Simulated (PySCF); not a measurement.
CH4SZn, SMILES [CH3][Zn][SH]. Atoms are numbered in the order given.

```xyz
7

Zn     0.2312    -0.2339    -0.0704
C      1.5384    -1.6353    -0.4207
H      1.0498    -2.6206    -0.4857
H      2.2948    -1.6774     0.3790
H      2.0579    -1.4483    -1.3743
S     -1.2350     1.3682     0.2999
H     -1.8080     0.6833     1.3198
```
Charge 0, spin multiplicity 1.

The structure is a stationary point at B3LYP-D3(BJ)/def2-SVP. Other conformers were not sampled.

Calculation: IEF-PCM-M06-2X/def2-SVP (PySCF).

The values are the electrostatic part of the solvation free energy, E(continuum) − E(gas) at the gas-phase geometry, in a cavity of scaled van der Waals radii (PySCF's table); cavitation and dispersion terms are not included. A continuum can't describe solvent molecules that bind to the metal. In vacuum the orbital gap is 8.18 eV. The dipole moment in vacuum is 2.00 D.

```
solvent              ε  ΔG(elec) (kcal/mol)  dipole (D)  gap (eV)
---------------  -----  -------------------  ----------  --------
water            78.36                -13.6        2.62      8.73
tetrahydrofuran   7.43                -10.8        2.51      8.62
chloroform        4.71                 -9.2        2.44      8.56
```
